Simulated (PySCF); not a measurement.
Species: C5H7OSi (charge +1).
Atom-mapped SMILES: `[SiH3:1][c:2]1[cH:3][cH:4][o+:5][cH:6][cH:7]1` (hydrogens: H8, H9, H10 on Si1; H11 on C3; H12 on C4; H13 on C6; H14 on C7)
Bond orders are those of one Lewis drawing.

Method: PBE0-D3(BJ)/def2-SVP geometry optimisation, gas phase (PySCF); density fitting, grid level 2; the optimiser is geomeTRIC in internal coordinates, started from a GFN2-xTB structure.

Step 0: E = -15196.2317 eV
```
atom  x, y, z in Å  |  force x, y, z in eV/Å
Si1     2.6426   -0.1901    0.0147   -0.905   0.046  -0.055
C2      0.7125   -0.1256   -0.0846    0.240   0.032  -0.008
C3     -0.0133    1.0630    0.0687   -0.229  -0.314  -0.053
C4     -1.3858    1.0403   -0.0083    0.364   0.467   0.091
O5     -2.0497   -0.0697   -0.2234   -0.010   0.010   0.007
C6     -1.4128   -1.2076   -0.3678    0.375  -0.503  -0.060
C7     -0.0422   -1.2861   -0.3062   -0.248   0.332   0.045
H8      2.8684   -0.8909    1.2756    0.267  -0.254   0.445
H9      3.0165   -0.9585   -1.1676    0.295  -0.290  -0.389
H10     3.0654    1.2040    0.0018    0.284   0.479   0.020
H11     0.4953    1.9968    0.2455    0.102   0.554   0.084
H12    -2.0175    1.9142    0.0964   -0.299   0.197   0.016
H13    -2.0662   -2.0545   -0.5388   -0.304  -0.192  -0.046
H14     0.4445   -2.2401   -0.4304    0.068  -0.565  -0.097
```

Step 1: E = -15196.3003 eV
```
atom  x, y, z in Å  |  force x, y, z in eV/Å
Si1     2.6210   -0.1884    0.0166    0.063  -0.007  -0.003
C2      0.7044   -0.1259   -0.0924   -0.015  -0.011   0.015
C3     -0.0154    1.0736    0.0635    0.070   0.125   0.019
C4     -1.3868    1.0577   -0.0041   -0.133  -0.127  -0.023
O5     -2.0415   -0.0696   -0.2137    0.056  -0.001  -0.003
C6     -1.4173   -1.2243   -0.3690   -0.128   0.133   0.016
C7     -0.0483   -1.2957   -0.3159    0.058  -0.131  -0.021
H8      2.9289   -0.8968    1.2892   -0.022   0.007   0.004
H9      3.0739   -0.9727   -1.1627   -0.006   0.013  -0.004
H10     3.0965    1.2179    0.0145   -0.009  -0.002  -0.007
H11     0.4829    2.0325    0.2367   -0.005  -0.066  -0.009
H12    -2.0544    1.9167    0.1003    0.039   0.002   0.002
H13    -2.1079   -2.0549   -0.5346    0.037  -0.002   0.001
H14     0.4218   -2.2749   -0.4529   -0.005   0.067   0.012
```

Problem. Estimate the geometry and energy of step 2. (The exact step hangs on the optimiser's Hessian estimate; all steps are aligned on step 1, rigid shifts and turns removed.)

Solution. E = -15196.3010 eV, largest force 0.094 eV/Å
```
atom  x, y, z in Å  |  force x, y, z in eV/Å
Si1     2.6216   -0.1866    0.0161    0.017  -0.019  -0.002
C2      0.7033   -0.1299   -0.0919    0.043   0.000   0.006
C3     -0.0129    1.0722    0.0645   -0.038  -0.033  -0.007
C4     -1.3855    1.0549   -0.0043   -0.046   0.025   0.002
O5     -2.0438   -0.0685   -0.2148    0.094  -0.002   0.004
C6     -1.4194   -1.2216   -0.3690   -0.050  -0.029  -0.007
C7     -0.0495   -1.3003   -0.3158   -0.032   0.047   0.004
H8      2.9253   -0.8923    1.2909   -0.005   0.004   0.003
H9      3.0759   -0.9686   -1.1639    0.002   0.006  -0.002
H10     3.0900    1.2219    0.0124   -0.003   0.001  -0.003
H11     0.4887    2.0273    0.2379    0.000  -0.006   0.000
H12    -2.0480    1.9169    0.1006    0.009   0.011   0.002
H13    -2.1083   -2.0527   -0.5352    0.009  -0.012  -0.002
H14     0.4205   -2.2775   -0.4522    0.000   0.007   0.002
```

The energy changes by -0.0007 eV. The first-order estimate −F·Δx gives -0.0019 eV and the mean of the old and new forces, exact on a quadratic surface, -0.0007 eV. The step makes an angle of 73° with the force vector and moves no atom by more than 0.008 Å.

The cost below is that of the whole optimisation. Hardware: one thread, Intel Xeon Platinum 8488C (x86_64) (shared host). Cost: 34 s, 0.72 GiB resident at most.
